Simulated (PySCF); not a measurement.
C4H5Br.
Structure used (PBE0-D3(BJ)/def2-SVP), in Å, numbered top down from 1:
```
atom  x, y, z in Å
C1     2.5819   -0.2028    0.1433
C2     1.4497   -0.1785   -0.2854
C3     0.0748   -0.1347   -0.7662
C4    -0.8588    0.4389    0.2908
Br5   -2.6906    0.4903   -0.3455
H6     3.5903   -0.2295    0.5125
H7     0.0168    0.4750   -1.6829
H8    -0.2577   -1.1483   -1.0443
H9    -0.8575   -0.1712    1.2026
H10   -0.5860    1.4689    0.5523
```

All values: CAM-B3LYP/def2-SVPD (PySCF, non-relativistic), on one gas-phase PBE0-D3(BJ)/def2-SVP geometry that isn't relaxed in the solvent. The solvent is an IEF-PCM continuum (Bondi radii, 1.10 Å for H, scaled by 1.2), and excitations are vertical TDDFT with non-equilibrium linear response and a frozen core. Specific hydrogen bonds and non-electrostatic terms are outside this model. Spin–orbit coupling is left out although an atom past zinc is present.

```json
{"run": "gas", "E − E(gas) (kJ/mol)": "0.00", "HOMO (eV)": "-9.37", "HOMO–LUMO gap (eV)": "9.89", "dipole (D)": "1.44", "lowest singlet (eV)": "6.17", "static polarisability (au)": "69.8"}
{"run": "P", "E − E(gas) (kJ/mol)": "-18.90", "HOMO (eV)": "-9.35", "HOMO–LUMO gap (eV)": "9.96", "dipole (D)": "1.82", "lowest singlet (eV)": "6.28", "static polarisability (au)": "94.1"}
{"run": "Q", "E − E(gas) (kJ/mol)": "-16.04", "HOMO (eV)": "-9.35", "HOMO–LUMO gap (eV)": "9.95", "dipole (D)": "1.76", "lowest singlet (eV)": "6.26", "static polarisability (au)": "89.6"}
```

Q: The runs were made in dichloromethane and water. Which run belongs to which solvent?

A: P = water, Q = dichloromethane. The dielectric constants are 8.93 (dichloromethane), 78.36 (water), and the energy falls further as ε rises. The optical constants n² used for the excitations are 2.03, 1.78 in the same order. In this model the ground state sees the solvent through ε alone.

Q: How constant is the ratio of the lowering to (ε − 1)/(2ε + 1)?

A: 
```json
{"solvent": "dichloromethane", "(ε − 1)/(2ε + 1)": "0.420", "E − E(gas) (kJ/mol)": "-16.04", "ratio (kJ/mol)": "-38.2", "polarisation term (kJ/mol)": "-17.60"}
{"solvent": "water", "(ε − 1)/(2ε + 1)": "0.490", "E − E(gas) (kJ/mol)": "-18.90", "ratio (kJ/mol)": "-38.5", "polarisation term (kJ/mol)": "-21.08"}
```

The ratio changes by +1.0 % in size from dichloromethane to water. The polarisation term is half the interaction of the solute with the induced surface charges.
